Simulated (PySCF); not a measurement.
```xyz
3
charge 0 multiplicity 4, angstrom
Tc   -0.1750    0.0000    0.0000
O     0.5411    0.0000    1.5136
O     0.5411    0.0000   -1.5136
```

Computed with UPBE0/[Tc def2-TZVP with ECP28, O def2-TZVP], scalar-relativistic core potentials, density fitting, no spin–orbit coupling, PySCF.

This geometry of TcO₂ is a stationary point at this level.

Task: What is the point group?

Result: C2v.

Task: Is it a minimum?

Result: Yes: all harmonic wavenumbers are real.

Task: List the harmonic modes with their infrared intensities.

Result: 
| symmetry | ω (cm⁻¹) | IR (km/mol) |
| --- | --- | --- |
| a1 | 293 | 5.4 |
| b2 | 1011 | 289 |
| a1 | 1021 | 65.9 |

Task: What are the dipole moment and the gap between the highest occupied and lowest empty levels of either spin?

Result: 2.09 D and 3.17 eV.

In C2v the vibrations span 2a1 + b2. Here b1 is antisymmetric to the molecular plane and b2 lies in it.

Only a few start shapes were tried, so a lower isomer may exist. Other spin states or occupations of the open shell can lie lower.
